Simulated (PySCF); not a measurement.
A PySCF script (with the pyscf-properties extension) for the NMR shieldings of SMILES C=C[P@](=O)([O-])c1cccs1, [C6H6O2PS]-, on a PBE0-D3(BJ)/def2-SVP geometry:

```python
import basis_set_exchange as bse
import numpy as np
from pyscf import gto, dft
from pyscf.prop import nmr

atoms = """
C    -2.955724    0.454524    0.677431
C    -2.012946   -0.489566    0.642600
P    -1.072825   -0.839363   -0.897411
O    -1.517100    0.160715   -1.936638
O    -1.026796   -2.336333   -1.071006
C     0.632352   -0.340483   -0.384728
C     1.246464    0.885327   -0.490199
C     2.589046    0.888800   -0.018050
C     2.983422   -0.345929    0.440512
S     1.718194   -1.500797    0.282547
H    -3.578160    0.646263    1.561056
H    -3.121351    1.060442   -0.221503
H    -1.817466   -1.125950    1.516069
H     0.717728    1.739650   -0.916596
H     3.243988    1.763896   -0.023662
H     3.956692   -0.627864    0.843431
"""
names = dict.fromkeys(["C", "P", "O", "S", "H"], "pcSseg-1")
basis = {el: gto.basis.parse(bse.get_basis(n, elements=[el], fmt="nwchem")) for el, n in names.items()}
mol = gto.M(atom=atoms, basis=basis, charge=-1, verbose=0)
mf = dft.RKS(mol, xc="HYB_GGA_XC_WB97X_D")
mf.grids.level = 2
mf.grids.alignment = dft.numint.BLKSIZE   # the property module wants whole blocks of grid points
mf.conv_tol = 1e-9
mf.kernel()

calc = nmr.RKS(mf)   # GIAO
C = mf.mo_coeff
Co = C[:, mf.mo_occ > 0]
resp = mf.gen_response(singlet=True, hermi=2)
def vind(x):   # induced exchange potential for any number of trial vectors
    d = np.einsum("pi,xij,qj->xpq", C, 2 * x.reshape(-1, C.shape[1], Co.shape[1]), Co, optimize=True)
    return np.einsum("xpq,pi,qj->xij", resp(d - d.transpose(0, 2, 1)), C, Co, optimize=True).ravel()
mo1, _ = nmr.rhf.solve_mo1(calc, with_cphf=vind)
sigma = calc.kernel(mo1)
for i, s in enumerate(sigma):   # ppm
    print("%2d %-2s %9.2f" % (i, mol.atom_pure_symbol(i), np.trace(s) / 3))
```

Problem. What does it print?

Solution. 
```
 0 C      58.01
 1 C      23.90
 2 P     331.00
 3 O     189.07
 4 O     167.05
 5 C      11.98
 6 C      50.46
 7 C      54.43
 8 C      51.53
 9 S     250.45
10 H      26.14
11 H      25.19
12 H      25.09
13 H      24.20
14 H      24.78
15 H      24.75
```

These numbers come from an equivalent density-fitted implementation of the same equations, which agrees with the script to about 0.01 ppm for H and up to a few tenths of a ppm for heavy atoms, so last digits may differ.

Problem. Turn these shieldings into chemical shifts. Referencing at the same level of theory: ¹³C (σ = 184.54 ppm), ¹H (σ = 31.38 ppm) vs TMS; H3PO4 for ³¹P (σ = 307.18 ppm); ¹⁷O (σ = 333.19 ppm) against H2O; ³³S (σ = 493.71 ppm) vs CS2.

Solution. Averaging equivalent atoms: C 5: 172.6; C 1: 160.6; C 6: 134.1; C 8: 133.0; C 7: 130.1; C 0: 126.5; P 2: -23.8; O 4: 166.1; O 3: 144.1; S 9: 243; H 13: 7.18; H 15: 6.63; H 14: 6.60; H 12: 6.29; H 11: 6.19; H 10: 5.24 ppm. Experimental scales use liquid or dissolved standards, which lie at an offset from isolated H2O (liquid H2O: subtract about 36 ppm) and H3PO4.

Size and cost of the density-fitted run: 214 basis functions, 46 s wall time on 1 thread of an Arm Neoverse V2, shared host; peak memory 1.1 GiB.
